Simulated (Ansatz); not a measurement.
Ansatz (a quantum-chemistry and plane-wave program) input (BLYP/6-31G* with LANL2DZ past Ar): The .json file joins the Basis Set Exchange's 6-31G* for atoms up to Ar and LANL2DZ past it.

Ansatz 0.2 input:
```yaml
crystal:
  periodic: [false, false, false]
  atoms:
    - {symbol: Ta, position_ang: [0.18903900, 0.01764100, 0.24473500]}
    - {symbol: O, position_ang: [1.53795100, -0.80356100, -0.47784200]}
    - {symbol: O, position_ang: [-0.63822600, -1.15055300, 1.22810000]}
    - {symbol: Cl, position_ang: [-1.23515500, 0.84383100, -1.40398300]}
basis:
  gaussian:
    orbitals: 6-31Gs+LANL2DZ.json
hamiltonian:
  xc: {name: BLYP}
output: {forces: true}
```

Output:

```
Functional definition: BLYP
integrals: 0.02 GiB planned
749 factors; their error is unknown
mean field: 0.15 GiB planned
mean field evaluation 1: about -18170.2037 eV, gradient 1.0e2 eV
mean field evaluation 2: about -17781.6973 eV, gradient 3.1e2 eV
mean field evaluation 4: about -18190.0974 eV, gradient 2.4e1 eV
mean field evaluation 8: about -18191.5015 eV, gradient 1.6e0 eV
mean field evaluation 16: about -18191.4864 eV, gradient 6.7e-4 eV
mean field -18191.48640798 eV, -668.5247948610 hartree, gradient 5.5e-5 eV, S^2 0.000000; 0 other end points of the search recorded, 0 dependent functions left out
the calculation of the forces begins
reference -18191.48678792 eV, -668.5248088236 hartree; 23, 23 occupied and 48, 48 virtual orbitals, 749 factors
Total energy: -18191.48678792 eV, -668.5248088236 hartree
Atom 0 at     0.189039     0.017641     0.244735 Å, force    -0.010088     0.878050     0.165729 eV/Å
Atom 1 at     1.537951    -0.803561    -0.477842 Å, force     0.407167    -0.377883    -0.284062 eV/Å
Atom 2 at    -0.638226    -1.150553     1.228100 Å, force    -0.287482    -0.488645     0.260485 eV/Å
Atom 3 at    -1.235155     0.843831    -1.403983 Å, force    -0.109598    -0.011523    -0.142152 eV/Å
Dipole moment:     0.253630     0.864437     0.499370 e Å
```

The geometry given is a B3LYP-D3(BJ)/def2-TZVP minimum.
